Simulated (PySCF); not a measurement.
Isomers of C6H10O3, mass 130.063 u with the commonest isotopes. Theory: PBE0/pcSseg-1 in PySCF (dipole) on a GFN2-xTB geometry, gas phase. One conformer each, none proved a minimum here; rigid rotors.

Task: Order these by out-of-plane moment Σ m c² = (Ia + Ib − Ic)/2, smallest first.
A. `[OH:1][CH2:2][C@@H:3]1[O:4][CH2:5][C:6]12[CH2:7][O:8][CH2:9]2` with H–O1–C2–C3 50°, O1–C2–C3–O4 -64°
B. `[CH3:1][C:2](=[O:3])[C:4]([CH3:5])([CH3:6])[O:7][CH:8]=[O:9]` with C1–C2–C4–C5 105°, C2–C4–O7–C8 51°, C4–O7–C8–O9 2°
C. `[CH3:1][C:2](=[O:3])[O:4][C@@H:5]1[CH2:6][CH2:7][C@H:8]1[OH:9]` with C1–C2–O4–C5 180°, C2–O4–C5–C6 163°, C7–C8–O9–H 163°, O4–C5–C6–C7 -135°, C5–C6–C7–C8 15°, C6–C7–C8–O9 -134°, O4–C5–C8–C7 134°
D. `[CH3:1][CH2:2][C@@H:3]1[O:4][C@@H:5]([O:6][CH3:7])[C:8]1=[O:9]` with C1–C2–C3–O4 178°, O4–C5–O6–C7 -72°
E. `[CH2:1]=[CH:2][O:3][C:4](=[O:5])[CH2:6][CH2:7][O:8][CH3:9]` with C1–C2–O3–C4 180°, C2–O3–C4–O5 0°, O3–C4–C6–C7 178°, C4–C6–C7–O8 179°, C6–C7–O8–C9 -179°
F. `[CH3:1]/[C:2](=[CH:3]\[CH2:4][O:5][CH:6]=[O:7])[CH2:8][OH:9]` with C2–C3–C4–O5 -115°, C3–C4–O5–C6 81°, C4–O5–C6–O7 1°, C1–C2–C8–O9 171°, C2–C8–O9–H -61°

Result: E (4.77 u·Å²), D (17.49 u·Å²), C (19.91 u·Å²), A (42.69 u·Å²), F (68.09 u·Å²), B (100.58 u·Å²).

Task: Order these by dipole moment, smallest first.
A. `[CH2:1]=[C:2]([O:3][CH3:4])[O:5][C:6](=[O:7])[CH2:8][CH3:9]` with C1–C2–O3–C4 -178°, C1–C2–O5–C6 40°, C2–O5–C6–O7 2°, O5–C6–C8–C9 -172°
B. `[CH3:1][C:2](=[O:3])[O:4][C@@H:5]1[CH2:6][CH2:7][C@H:8]1[OH:9]` with C1–C2–O4–C5 180°, C2–O4–C5–C6 163°, C7–C8–O9–H 163°, O4–C5–C6–C7 -135°, C5–C6–C7–C8 15°, C6–C7–C8–O9 -134°, O4–C5–C8–C7 134°
C. `[CH3:1][C:2](=[O:3])[C:4]([CH3:5])([CH3:6])[O:7][CH:8]=[O:9]` with C1–C2–C4–C5 105°, C2–C4–O7–C8 51°, C4–O7–C8–O9 2°
D. `[CH3:1]/[C:2](=[CH:3]\[CH2:4][O:5][CH:6]=[O:7])[CH2:8][OH:9]` with C2–C3–C4–O5 -115°, C3–C4–O5–C6 81°, C4–O5–C6–O7 1°, C1–C2–C8–O9 171°, C2–C8–O9–H -61°
E. `[CH2:1]=[CH:2][O:3][C:4](=[O:5])[CH2:6][CH2:7][O:8][CH3:9]` with C1–C2–O3–C4 180°, C2–O3–C4–O5 0°, O3–C4–C6–C7 178°, C4–C6–C7–O8 179°, C6–C7–O8–C9 -179°
F. `[OH:1][CH2:2][C@@H:3]1[O:4][CH2:5][C:6]12[CH2:7][O:8][CH2:9]2` with H–O1–C2–C3 50°, O1–C2–C3–O4 -64°
G. `[CH3:1][CH2:2][C@@H:3]1[O:4][C@@H:5]([O:6][CH3:7])[C:8]1=[O:9]` with C1–C2–C3–O4 178°, O4–C5–O6–C7 -72°

Result: E (0.45 D), D (0.65 D), F (1.58 D), G (2.05 D), B (2.92 D), A (3.32 D), C (3.52 D).

Task: Order these by radius of gyration √(Σ m r²/M), largest first.
A. `[CH3:1][CH2:2][C@@H:3]1[O:4][C@@H:5]([O:6][CH3:7])[C:8]1=[O:9]` with C1–C2–C3–O4 178°, O4–C5–O6–C7 -72°
B. `[CH3:1]/[C:2](=[CH:3]\[CH2:4][O:5][CH:6]=[O:7])[CH2:8][OH:9]` with C2–C3–C4–O5 -115°, C3–C4–O5–C6 81°, C4–O5–C6–O7 1°, C1–C2–C8–O9 171°, C2–C8–O9–H -61°
C. `[CH2:1]=[CH:2][O:3][C:4](=[O:5])[CH2:6][CH2:7][O:8][CH3:9]` with C1–C2–O3–C4 180°, C2–O3–C4–O5 0°, O3–C4–C6–C7 178°, C4–C6–C7–O8 179°, C6–C7–O8–C9 -179°
D. `[CH3:1][C:2](=[O:3])[C:4]([CH3:5])([CH3:6])[O:7][CH:8]=[O:9]` with C1–C2–C4–C5 105°, C2–C4–O7–C8 51°, C4–O7–C8–O9 2°
E. `[OH:1][CH2:2][C@@H:3]1[O:4][CH2:5][C:6]12[CH2:7][O:8][CH2:9]2` with H–O1–C2–C3 50°, O1–C2–C3–O4 -64°

Result: C (2.715 Å), B (2.266 Å), A (2.214 Å), E (2.085 Å), D (1.878 Å).

```
                  SMILES  point group  Ia (u·Å²)  Ib (u·Å²)  Ic (u·Å²)      κ  μa (D)  μb (D)  μc (D)
CC[C@@H]1O[C@@H](OC)C1=O           C1     136.10     518.95     620.06  -0.89    0.20    1.97    0.53
      OC[C@@H]1OCC12COC2           C1     164.82     443.46     522.89  -0.84    0.91    1.16    0.57
           C=COC(=O)CCOC      near Cs      70.39     893.02     953.86  -0.99    0.21    0.40    0.04
         C/C(=C\COC=O)CO           C1     192.98     542.98     599.79  -0.90    0.50    0.04    0.41
 CC(=O)O[C@@H]1CC[C@H]1O           C1     164.51     429.87     554.55  -0.76    1.33    2.55    0.52
         C=C(OC)OC(=O)CC           C1     160.71     524.53     645.70  -0.85    0.75    3.13    0.79
       CC(=O)C(C)(C)OC=O           C1     262.45     296.92     358.22   0.13    1.50    2.63    1.79
```
